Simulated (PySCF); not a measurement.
Molfile (atoms numbered from 1):
```
C6H18Si4
     RDKit          3D

 28 29  0  0  0  0  0  0  0  0999 V2000
    1.2850    1.9581   -0.2676 C   0  0  0  0  0  0  0  0  0  0  0  0
    2.0786    0.7582   -0.7782 C   0  0  0  0  0  0  0  0  0  0  0  0
    3.2318    0.3964    0.1553 C   0  0  0  0  0  0  0  0  0  0  0  0
    0.9515   -0.7538   -1.0652 Si  0  0  1  0  0  4  0  0  0  0  0  0
   -0.2609   -1.3879    0.8782 Si  0  0  0  0  0  4  0  0  0  0  0  0
   -2.2982   -0.7872   -0.1838 Si  0  0  1  0  0  4  0  0  0  0  0  0
   -3.1668    0.6869    0.5788 C   0  0  0  0  0  0  0  0  0  0  0  0
   -3.9265    1.6729   -0.2755 C   0  0  0  0  0  0  0  0  0  0  0  0
   -2.6490    2.0895    0.3744 C   0  0  0  0  0  0  0  0  0  0  0  0
   -1.0975   -0.2934   -2.1754 Si  0  0  0  0  0  4  0  0  0  0  0  0
    0.5183    2.2811   -0.9891 H   0  0  0  0  0  0  0  0  0  0  0  0
    1.9472    2.8207   -0.0825 H   0  0  0  0  0  0  0  0  0  0  0  0
    0.7757    1.7306    0.6843 H   0  0  0  0  0  0  0  0  0  0  0  0
    2.4924    1.0064   -1.7732 H   0  0  0  0  0  0  0  0  0  0  0  0
    3.9220    1.2484    0.2781 H   0  0  0  0  0  0  0  0  0  0  0  0
    2.8614    0.1275    1.1588 H   0  0  0  0  0  0  0  0  0  0  0  0
    3.8182   -0.4562   -0.2210 H   0  0  0  0  0  0  0  0  0  0  0  0
    1.7379   -1.8684   -1.6873 H   0  0  0  0  0  0  0  0  0  0  0  0
    0.0581   -0.5631    2.0906 H   0  0  0  0  0  0  0  0  0  0  0  0
   -0.1432   -2.8332    1.2539 H   0  0  0  0  0  0  0  0  0  0  0  0
   -3.2458   -1.9382   -0.3477 H   0  0  0  0  0  0  0  0  0  0  0  0
   -3.6003    0.4900    1.5665 H   0  0  0  0  0  0  0  0  0  0  0  0
   -4.8656    2.0695    0.1200 H   0  0  0  0  0  0  0  0  0  0  0  0
   -3.9264    1.5255   -1.3604 H   0  0  0  0  0  0  0  0  0  0  0  0
   -2.6955    2.7761    1.2236 H   0  0  0  0  0  0  0  0  0  0  0  0
   -1.7714    2.2350   -0.2629 H   0  0  0  0  0  0  0  0  0  0  0  0
   -1.4080   -1.2391   -3.2952 H   0  0  0  0  0  0  0  0  0  0  0  0
   -1.2450    1.1055   -2.6992 H   0  0  0  0  0  0  0  0  0  0  0  0
  1  2  1  0
  2  3  1  0
  2  4  1  0
  4  5  1  0
  5  6  1  0
  6  7  1  0
  7  8  1  0
  8  9  1  0
  6 10  1  0
 10  4  1  0
  9  7  1  0
  1 11  1  0
  1 12  1  0
  1 13  1  0
  2 14  1  0
  3 15  1  0
  3 16  1  0
  3 17  1  0
  4 18  1  6
  5 19  1  0
  5 20  1  0
  6 21  1  6
  7 22  1  0
  8 23  1  0
  8 24  1  0
  9 25  1  0
  9 26  1  0
 10 27  1  0
 10 28  1  0
M  END
```

Geometry: PBE0-D3(BJ)/def2-SVP; GIAO absolute shieldings from PySCF 2.14, gas phase, non-relativistic, averaged over equivalent atoms.

At PBE/pcSseg-1 (288 basis functions, 2 min wall time on 1 thread of an Arm Neoverse V1, shared host):
```json
{"atoms": "C1/C3", "σ (ppm)": "157.5"}
{"atoms": "C2", "σ (ppm)": "161.0"}
{"atoms": "C8/C9", "σ (ppm)": "173.8"}
{"atoms": "C7", "σ (ppm)": "185.3"}
{"atoms": "Si4", "σ (ppm)": "368.6"}
{"atoms": "Si6", "σ (ppm)": "369.2"}
{"atoms": "Si5/Si10", "σ (ppm)": "434.6"}
{"atoms": "H21", "σ (ppm)": "26.05"}
{"atoms": "H18", "σ (ppm)": "26.46"}
{"atoms": "H19/H28", "σ (ppm)": "27.04"}
{"atoms": "H20/H27", "σ (ppm)": "27.14"}
{"atoms": "H14", "σ (ppm)": "29.81"}
{"atoms": "H11/H12/H13/H15/H16/H17", "σ (ppm)": "29.99"}
{"atoms": "H23/H25", "σ (ppm)": "30.44"}
{"atoms": "H24/H26", "σ (ppm)": "30.84"}
{"atoms": "H22", "σ (ppm)": "31.28"}
```

Estimate the result of repeating the calculation with PBE0/pcSseg-1.

## Answers


```csv
atoms,σ at PBE0/pcSseg-1,change
C1/C3,162.7,+5.2
C2,169.2,+8.2
C8/C9,179.3,+5.5
C7,192.2,+6.9
Si4,385.8,+17.2
Si6,386.6,+17.4
Si5/Si10,448.6,+14.0
H21,26.33,+0.28
H18,26.72,+0.26
H19/H28,27.27,+0.23
H20/H27,27.34,+0.20
H14,30.09,+0.28
H11/H12/H13/H15/H16/H17,30.10,+0.11
H23/H25,30.54,+0.10
H24/H26,30.96,+0.12
H22,31.48,+0.20
```

The largest change is at Si6 (silicon bonded to C, 2 Si, H, in a 4-membered ring). Cost: 288 basis functions, 100 s wall time on 1 thread of an Arm Neoverse V1, shared host. The order of the carbon signals is the same at both levels.
